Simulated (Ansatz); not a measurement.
## A ladder of methods for SnClF (SMILES [F][Sn][Cl])

SnClF: 3 atoms, total charge 0, spin state singlet. SMILES: `[F][Sn][Cl]`. The shape is that of a PBE0-D4/def2-TZVP optimisation.

```xyz
3

F    -1.3896    0.2231   -0.7444
Sn    0.1643    0.8981    0.1907
Cl    1.2143   -1.1860    0.5405
```

Quantity: the energy change with the F1–Sn2 bond stretched from 1.935 to 3.870 Å, in eV. The values are calculated.

```tsv
level	kind	program	value (eV)	less FCI/STO-3G	CPU time (all runs)
HF/STO-3G (restricted)	Hartree–Fock	Ansatz	8.73	+5.12	2.1 s
SVWN5/STO-3G (restricted)	LDA	Ansatz	6.37	+2.76	8.9 s
BHLYP/STO-3G (restricted)	global hybrid	Ansatz	7.55	+3.94	5.7 s
PBE0/STO-3G (restricted)	global hybrid	Ansatz	6.88	+3.27	5.9 s
HSE06/STO-3G (restricted)	range-separated hybrid	Ansatz	6.83	+3.22	11 s
BCCD(T)/STO-3G (restricted)	coupled cluster or CI	Ansatz	3.56	-0.05	4.7 s
CCSDT(Q)/STO-3G (restricted)	coupled cluster or CI	Ansatz	3.65	+0.04	8.1 s
FCI/STO-3G	exact in the basis	Ansatz	3.61	0.00	11 s
```

FCI/STO-3G is exact within its basis and frozen core, so for wave-function methods in that basis the difference is their error; functionals converge differently with the basis, so for them it is only a difference. A spin-restricted reference rises too steeply as a bond breaks; here HF/STO-3G, SVWN5/STO-3G, BHLYP/STO-3G, PBE0/STO-3G, HSE06/STO-3G lie well above the multireference or unrestricted value. All-electron rows without a relativistic Hamiltonian named are non-relativistic. The first shape isn't each level's own minimum. The values span 3.56 to 8.73 eV. All rows use very small basis sets, so none should be taken for the real molecule's value. In the correlated wave-function rows the outer d shell of Sn is correlated, in sets not made for it. Times are those of the runs behind each value, whatever else they computed, on shared processors of several kinds: orders of magnitude only.
